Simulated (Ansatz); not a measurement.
Ideal-gas functions of CClF2NSn, SMILES `N#[C][Sn]([F])([F])[Cl]` at 400 K and 1 bar, from an Ansatz frequency run at PBE0-D4/def2-TZVP.

Molar mass 218.18 g/mol, point group Cs (symmetry number 1), electronic degeneracy 1, moments of inertia 240.809, 352.102, 420.996 u Å². Harmonic wavenumbers (cm⁻¹, unscaled): 80, 98, 131, 162, 175, 277, 281, 409, 455, 666, 673, 2336.

Use S(trans) = R[1.5 ln M + 2.5 ln T − 1.1517]; rotational temperatures θ = 24.2544 K / I; S(rot) = R[ln(√π/σ · √(T³/θAθBθC)) + 1.5]; for each mode x = 1.438777 ν̃/T, S = R[x/(eˣ − 1) − ln(1 − e⁻ˣ)] and H = RT x/(eˣ − 1); 1 cm⁻¹ = 0.0119627 kJ/mol; R = 8.31446 J/(mol·K).

By hand: the entropy, in J/(mol·K).

Translation 182.1. Rotation: θ = 0.1007, 0.0689, 0.0576 K, giving 124.5. Vibration, mode by mode: 18.70, 17.03, 14.65, 12.92, 12.30, 8.68, 8.57, 5.82, 5.09, 2.79, 2.74, 0.02, in all 109.3. Electronic 0.0. Sum 415.9 J/(mol·K).

By hand: H − E and G − E in kJ/mol, counted from the electronic energy.

Zero-point energy ½ × 5743 × 0.0119627 = 34.4; thermal vibration 21.3; translation, rotation and pV give 4 RT = 13.3. H − E = 69.0 kJ/mol, and G − E = 69.0 − 400 × 415.9/1000 = -97.4 kJ/mol.

Vibration gives 26 % of the entropy, 50.4 J/(mol·K) of it from the modes under 150 cm⁻¹: soft modes count most, and the harmonic formula is weakest for them.
